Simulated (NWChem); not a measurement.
System meant: C$_{2}$H$_{6}$BFO; SMILES CCOBF

Input file for NWChem:

```
start job
memory heap 200 mb stack 900 mb global 1100 mb
geometry units angstroms noautosym nocenter noautoz
  B     -0.506392     1.319379    -0.270783
  H     -1.277572     2.073337    -0.807143
  F      0.712040     1.749412     0.056982
  O     -0.883200     0.061922    -0.008832
  C     -0.036930    -0.896611     0.607870
  C      0.452922    -1.906496    -0.404980
  H      0.810332    -0.394679     1.102293
  H     -0.636169    -1.392439     1.387761
  H      1.089090    -1.427559    -1.164773
  H      1.044930    -2.689987     0.091756
  H     -0.394398    -2.385490    -0.917643
end
basis spherical
  * library def2-svp
end
dft
  xc m06-l
  iterations 150
end
property
  shielding
end
task dft property
```

End of the output:

```
 Vector   23  Occ=0.000000D+00  E= 9.721223D-02
              MO Center=  2.5D-01, -9.8D-01,  6.0D-02, r^2= 5.0D+00
   Bfn.  Coefficient  Atom+Function         Bfn.  Coefficient  Atom+Function
  ----- ------------  ---------------      ----- ------------  ---------------
    87      1.165418   9 H  s                82     -0.996553   8 H  s
    64     -0.753425   6 C  s                55     -0.692946   5 C  py
    36      0.503111   4 O  s                77      0.448604   7 H  s
    92     -0.396357  10 H  s                69     -0.388806   6 C  py
    50      0.322863   5 C  s                70      0.316734   6 C  pz

 center of mass
 --------------
 x =  -0.01344347 y =   0.21988958 z =   0.00210440

 moments of inertia (a.u.)
 ------------------
         587.251545397356           0.061643809844          -0.599801674723
           0.061643809844         163.884144518592          -0.812483998338
          -0.599801674723          -0.812483998338         656.011117798652

     Multipole analysis of the density
     ---------------------------------

     L   x y z        total         alpha         beta         nuclear
     -   - - -        -----         -----         ----         -------
     0   0 0 0     -0.000000    -20.000000    -20.000000     40.000000

     1   1 0 0      0.188514      0.148147      0.148147     -0.107781
     1   0 1 0     -0.634974     -0.129951     -0.129951     -0.375073
     1   0 0 1      0.192858      0.098453      0.098453     -0.004048

     2   2 0 0    -23.677890    -44.784885    -44.784885     65.891881
     2   1 1 0     -0.936140      4.990569      4.990569    -10.917278
     2   1 0 1     -0.554537     -0.471440     -0.471440      0.388342
     2   0 2 0    -22.388790   -161.657961   -161.657961    300.927132
     2   0 1 1     -0.230488     -0.174105     -0.174105      0.117723
     2   0 0 2    -21.212469    -27.742248    -27.742248     34.272027

          -----------------------------------------
          Chemical Shielding Tensors (GIAO, in ppm)
          -----------------------------------------

 ------------------------------------------------------------------------
  xm06: d2 not coded                    0
 ------------------------------------------------------------------------
 ------------------------------------------------------------------------
  current input line :
    26: task dft property
 ------------------------------------------------------------------------
 ------------------------------------------------------------------------
 This error has not yet been assigned to a category
 ------------------------------------------------------------------------
 For more information see the NWChem manual at https://nwchemgit.github.io

0: xm06: d2 not coded:Received an Error in Communication
```

Find the fault in this run and fix the input.

The run crashed. Cause: this functional's second derivatives, which shieldings need, aren't coded here; the fix takes a hybrid GGA instead. This input runs:
```
start job
memory heap 200 mb stack 900 mb global 1100 mb
geometry units angstroms noautosym nocenter noautoz
  B     -0.506392     1.319379    -0.270783
  H     -1.277572     2.073337    -0.807143
  F      0.712040     1.749412     0.056982
  O     -0.883200     0.061922    -0.008832
  C     -0.036930    -0.896611     0.607870
  C      0.452922    -1.906496    -0.404980
  H      0.810332    -0.394679     1.102293
  H     -0.636169    -1.392439     1.387761
  H      1.089090    -1.427559    -1.164773
  H      1.044930    -2.689987     0.091756
  H     -0.394398    -2.385490    -0.917643
end
basis spherical
  * library def2-svp
end
dft
  xc pbe0
  iterations 150
end
property
  shielding
end
task dft property
```
It converges to -279.32314 Ha (PBE0/def2-SVP, GIAO).
